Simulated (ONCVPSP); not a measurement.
# What one change does to a pseudopotential (Sc (Z = 21), ONCV)

* Element: Sc (Z = 21)
* Generator: ONCVPSP 4.0.1
* Type: optimised norm-conserving Vanderbilt (ONCV)
* Functional: PBEsol
* Relativity: scalar-relativistic
* Frozen core: [Ar]
* Valence charge: 3
* Reference configuration: 3d1 4s2
* Partial waves: 4s: rc 3.05 bohr, ncon 3, nbas 6, qcut 1.7 1/bohr, 2 projectors, debl 0.7 Ha; p scattering state at 0.09 Ha: rc 2.40 bohr, ncon 4, nbas 7, qcut 3.9 1/bohr, local; 3d: rc 2.70 bohr, ncon 4, nbas 8, qcut 6.7 1/bohr, 2 projectors, debl 1.7 Ha
* Local potential: the p channel
* Core correction: polynomial model core, fcfact 0.25

All-electron outer shells of the reference configuration (PBEsol, scalar-relativistic, ld1.x):

| shell | level (eV) | outermost node (bohr) | outermost maximum (bohr) |
| --- | --- | --- | --- |
| 3p | -33.55 | 0.39 | 0.97 |
| 4s | -4.19 | 1.33 | 3.10 |
| 3d | -3.25 | – | 1.10 |

Change: s: debl 0.95.

Cutoffs: the cutoffs (Ha) at which the residual kinetic energy of the hardest occupied pseudo-wave falls to 1 and 0.1 mHa per electron; they do not see the model core or the augmentation charge, which bear on the density cutoff. Errors are all-electron minus pseudo energies relative to the spin-unpolarised reference configuration.

**Question.** How do hardness, ghosts and transferability respond?

**Answer.** The potential gets neither clearly harder nor softer (15 Ha and 17 Ha → 15 Ha and 17 Ha); the lowest positive-energy flag moves from s at 3.9 eV to s at 10.9 eV; of the 4 tests that both files solve, the error grows in 0 and shrinks in 1 by more than 15 % and 0.3 meV (median size 24.7 → 24.9 meV); the range in which the s phases agree narrows (upper end 1.7 → 0.3); neither file shows a bound ghost.

| quantity | base | changed |
| --- | --- | --- |
| cutoff, loose | 15 Ha | 15 Ha |
| cutoff, tight | 17 Ha | 17 Ha |
| bound ghosts | none | none |
| GHOST(+) flags under 300 eV | s at 3.9 eV | s at 10.9 eV |
| error for 3d1 4s1, meV [ΔE 6.90 eV] | -4.5 | -4.7 |
| error for 3d1 4s0, meV [ΔE 19.55 eV] | -45 | -45 |
| error for 3d1 4s1.5, meV [ΔE 2.76 eV] | -0.6 | -0.6 |
| error for 3d0 4s2, meV [ΔE 8.40 eV] | +243 | +153 |
| s: phases at 3.09 bohr within 0.05 rad from the reference energy up to (Ha; the scan ends near 5) | 1.7 | 0.3 |
| p: phases at 2.43 bohr within 0.05 rad from the reference energy up to (Ha; the scan ends near 5) | 0.3 | 0.3 |
| d: phases at 2.74 bohr within 0.05 rad from the reference energy up to (Ha; the scan ends near 5) | 0.5 | 0.5 |
| rms error of d²Exc/dni dnj with the model core, mHa | 10.07 | 10.07 |
